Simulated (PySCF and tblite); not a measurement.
## Conformer ensemble of C3H5F3O, numbered as in [OH:1][CH2:2][CH2:3][C:4]([F:5])([F:6])[F:7]

Level: r2SCAN-D3(BJ)/def2-TZVP (IEF-PCM, acetonitrile)//GFN2-xTB, thermal terms from GFN2-xTB, symmetry numbers and mirror pairs counted. Conformers within 3 kcal/mol (GFN2-xTB free energy) were kept, 10 at most. GIAO shieldings: PBE0/pcSseg-1 (IEF-PCM, acetonitrile). Couplings: B3LYP/6-31G* with pcJ-1 on H, F (gas phase; spin-dipole term only for pairs with B, N, F, Si or P). Couplings are for ¹⁹F, ¹H; a prime marks the second kind of pair between the same two sets of atoms. H–H couplings come out 0.1 to 0.9 Hz lower than with pcJ-1 on all atoms. Shifts are against TMS (¹H), TMS (¹³C), CFCl3 (¹⁹F) at the same level. (PySCF 2.14, tblite 0.8.)

Torsions listed: H1–O1–C2–C3, O1–C2–C3–C4. Of a mirror pair one member is shown.

| conformer | shape | symmetry | E(GFN2) kcal/mol | E(DFT) kcal/mol | G(298.15 K) kcal/mol | weight % | dipole D |
| --- | --- | --- | --- | --- | --- | --- | --- |
| 1 | 66°, 178° | C1 (pair) | 0.65 | 0.12 | 0.00 | 27.8 | 2.53 |
| 2 | 171°, -76° | C1 (pair) | 2.48 | 0.53 | 0.22 | 19.3 | 3.85 |
| 3 | -66°, 79° | C1 (pair) | 0.00 | 0.00 | 0.22 | 19.2 | 1.52 |
| 4 | 59°, 61° | C1 (pair) | 1.57 | 0.20 | 0.22 | 19.0 | 3.98 |
| 5 | 180°, 180° | Cs | 1.48 | 0.31 | 0.38 | 14.7 | 2.70 |

Weights (%) against temperature:

```tsv
T (K)	1	2	3	4	5	S(mix) cal/mol/K
250	28.5	18.0	19.8	19.1	14.6	4.33
273.15	28.1	18.7	19.5	19.1	14.6	4.33
298.15	27.8	19.3	19.2	19.0	14.7	4.33
323.15	27.5	19.8	19.0	19.0	14.7	4.33
373.15	27.1	20.7	18.6	18.9	14.7	4.33
```

Averaged shifts at 298.15 K. ¹H: 4.31 (H2, 2H), 2.54 (H3, 2H) ppm. ¹³C: 137.3 (C4), 62.9 (C2), 42.5 (C3) ppm. ¹⁹F: -82.7 (F5/F6/F7) ppm.

Averaged couplings (Hz): ³J(H3,F5) 8.8, ³J(H1,H2) 6.7, ²J(H2,H2) -11.1, ³J(H2,H3) 6.2, ³J(H2,H3′) 6.5, ²J(H3,H3) -14.8. Computed couplings to fluorine can be off by tens of per cent at such levels.

Coordinates of conformer 1 (Å):

```xyz
12

O    -2.179   -0.396   -0.820
C    -1.043    0.344   -0.470
C     0.217   -0.536   -0.398
C     1.440    0.290   -0.067
F     2.553   -0.458   -0.011
F     1.673    1.254   -0.969
F     1.334    0.901    1.124
H    -2.384   -1.027   -0.120
H    -0.924    1.093   -1.257
H    -1.184    0.861    0.489
H     0.113   -1.299    0.377
H     0.385   -1.027   -1.359
```

Coordinates of conformer 2 (Å):

```xyz
12

O     1.587    0.818   -0.500
C     1.062   -0.182    0.337
C    -0.240   -0.688   -0.288
C    -1.384    0.284   -0.076
F    -1.608    0.521    1.230
F    -1.202    1.473   -0.652
F    -2.536   -0.207   -0.568
H     2.329    1.251   -0.068
H     1.764   -1.025    0.418
H     0.863    0.203    1.346
H    -0.097   -0.809   -1.362
H    -0.535   -1.639    0.157
```

H on N, O and S are left out: they exchange, and hydrogen bonds move them by several ppm. Unscaled ¹⁹F shifts at such levels can be off by tens of ppm; differences between conformers or isomers are more reliable. Shifts are unscaled: against experiment ¹³C can be off by 15 ppm or more and ¹H by 0.8 ppm.

Search and properties took 4.2 min on 1 thread of Arm Neoverse V2, shared host (rough), launched as `OMP_NUM_THREADS=1 python ens_run.py task.json out`.
